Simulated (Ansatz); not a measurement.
`C#[C][Ge]([Cl])([Cl])[C]#C` → `[Cl][Ge][Cl]` + `C#CC#C` at 400 K and 1 bar (germylene formation by 1,1-elimination).

Computed with Ansatz on PBE0-D4/def2-TZVP structures; ΔE is electronic, products minus reactants. CBS: MP2 limit from def2 TZ/QZ plus the TZ coupled-cluster correction, frozen cores. This one scheme is used for every species. For Ge outer-core shells are correlated without core-valence functions, which leaves a few kJ/mol of doubt a bond. Scalar relativity is left out up to krypton.

```csv
species,CCSD(T)/CBS energy (Eh),H − E (kJ/mol),S (J/(mol·K))
`C#[C][Ge]([Cl])([Cl])[C]#C`,-3149.04502,149.3,444.0
`[Cl][Ge][Cl]`,-2995.74627,24.5,311.4
`C#CC#C`,-153.27209,120.7,269.0
```

H − E and S are ideal-gas, rigid-rotor, harmonic terms from PBE0-D4/def2-TZVP. 1 Eh = 2625.50 kJ/mol, R = 8.31446 J/(mol·K).

**Question.** By hand: ΔE, ΔH, ΔS and ΔG.

**Answer.** ΔE = (-2995.74627) + (-153.27209) − (-3149.04502) = 0.02666 Eh = 70.0 kJ/mol. Δ(H − E) = 24.5 + 120.7 − 149.3 = -4.1, so ΔH = 65.9 kJ/mol. ΔS = 311.4 + 269.0 − 444.0 = 136.4 J/(mol·K). ΔG = 65.9 − 400 × (136.4)/1000 = 11.3 kJ/mol.

**Question.** By hand: the equilibrium constant, and the temperature at which ΔG would vanish if ΔH and ΔS stayed fixed.

**Answer.** log₁₀ K = −ΔG/(RT ln 10) = -1.5. ΔG = 0 at ΔH/ΔS = 483 K.

The number of gas molecules changes by +1, which sets the sign of ΔS. A doubt of 5 kJ/mol in ΔE shifts log₁₀ K by 0.7 here. These are equilibria of isolated gas molecules and say nothing of rates. Largest T1 diagnostic: 0.014 (customary marks: 0.02 for closed shells, 0.045 for open ones).
